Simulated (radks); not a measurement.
Problem. Excited configurations of neutral lead: one electron is placed in a higher orbital outside [Hg] 6p1. The ground configuration is [Hg] 6p2. Calculated with a radial shooting solver on a logarithmic mesh with Libxc functionals: scalar-relativistic Kohn-Sham, PBE, spin-unpolarised, spherical densities, finite nucleus; Fermi nuclear charge, rms radius 5.5012 fm. Excitation = E - E(ground); binding = E(ion) - E, where the ion is the core of charge +1; n* = 1/sqrt(2 binding) in atomic units, and the quantum defect is n - n*.

outer orbital  excitation (eV)  binding (eV)     n*  quantum defect  eigenvalue (eV)  <r> (bohr)
6d                       4.827         1.750  2.788           3.212           -0.699       9.033
6f                       5.939         0.638  4.617           1.383           -0.367       28.89
7s                       3.448         3.130  2.085           4.915           -1.776       6.940
7p                       4.523         2.055  2.573           4.427           -1.136       9.637
7d                       5.473         1.104  3.510           3.490           -0.606       17.23
7f                       6.114         0.463  5.419           1.581           -0.287       43.23

Estimate the row for 5f.

Solution. excitation (eV) 5.660; binding (eV) 0.918; n* 3.850; quantum defect 1.150; eigenvalue (eV) -0.431; <r> (bohr) 17.11. The Delta-SCF ionisation energy is 6.578 eV (NIST Atomic Spectra Database: 7.417 eV, measured). Self-interaction in the functional shifts the binding energies and quantum defects, so they are the method's values and not measured ones. Spin polarisation and multiplet splitting are left out, so open shells lie too high by an amount that depends on their filling. Spin-orbit splitting is averaged out at the scalar-relativistic level.

Beside tabulated values, note that spin-unpolarised runs miss the spin-polarisation part of the exchange energy of open shells, and scalar-relativistic runs lack spin-orbit coupling.
